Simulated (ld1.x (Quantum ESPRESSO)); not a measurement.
**Ranking TM potentials for Se**

All share these settings but for the change named:

ld1.x (Quantum ESPRESSO) 7.5 input, shortened:

```
&input
   title='Se', zed=34., rel=2, dft='PBE', iswitch=3,
   config='[Ar] 3d10 4s2 4p4', rel_dist='average'
 /
 &inputp
   pseudotype=2, tm=.true., lloc=-1, rcloc=1.50,
   nlcc=.true., new_core_ps=.true.
 /
2
4S  1  0   2.00   0.00  1.60  1.60  0.0
4P  2  1   4.00   0.00  2.00  2.00  0.0
 &test
   configts(1)='4s2 4p4'
 /
```

Open shells are filled in proportion to 2j + 1 (rel_dist='average').

Cutoff: the first of the cutoffs (Ry, on a coarse ladder) from which the occupation-weighted sum of valence levels, in a spherical-Bessel basis at the reference potential, stays within 10 and 1 mRy of its value at 400 Ry; the density cutoff is not measured.

The base gives 35 Ry.

Of 10 variants that were run, those that failed, showed a ghost or another fault, or gave nearly equal values are left out.

A variant can come out equal or close to the base.

Task: Rank these variants from softest to hardest (loose cutoff).
A. wave 4p (bound): rc 2.00 bohr becomes 4p (bound): rc 1.78 bohr
B. local potential the p channel
C. wave 4s (bound): rc 1.60 bohr becomes 4s (bound): rc 1.00 bohr

Result: A (35 Ry), B (40 Ry), C (200 Ry).
